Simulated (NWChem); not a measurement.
# SbF₂ cation; SMILES [Sb+]([F])[F]

All runs: NWChem. Structure relaxed at the PBE0/def2-SVP level. def2 effective core potentials on Sb; no spin-orbit coupling. Vertical excitations in the gas phase.

Question: Estimate the computed values for LRC-wPBEh/def2-SVPD, full TDDFT. Quantities: lowest excitation, singlet (eV); lowest state with f > 0.02, singlet (eV); oscillator strength of that bright state; orbital gap (eV).

Answer: The lowest excitation, singlet (eV) is 4.99, the lowest state with f > 0.02, singlet (eV) comes out as 4.99 and the oscillator strength of that bright state is 0.039. The orbital gap (eV) is 9.86.
